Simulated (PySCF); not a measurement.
C2HF2, SMILES FC(=[CH])F, multiplicity 2.

Geometry optimised at PBE0-D3(BJ)/def2-TZVP. The isomer is the one that the SMILES or the coordinates give; other isomers of the formula were not compared.

Calculation: PBE0-D3(BJ)/def2-TZVP run with PySCF.

Frequencies are harmonic and unscaled.

```tsv
mode	ν (cm⁻¹)	IR (km/mol)	moving atoms (share of kinetic energy)
1	422	11.2	H 44 %, F 34 %, C 22 %
2	555	4.9	F 77 %, C 22 %
3	562	76.3	H 70 %, C 29 %
4	635	0.3	C 73 %, H 16 %, F 11 %
5	742	33.0	H 48 %, C 35 %, F 17 %
6	984	68.1	F 58 %, C 40 %
7	1264	264.9	C 71 %, F 28 %
8	1784	266.1	C 94 %
9	3359	36.5	H 90 %, C 10 %
```
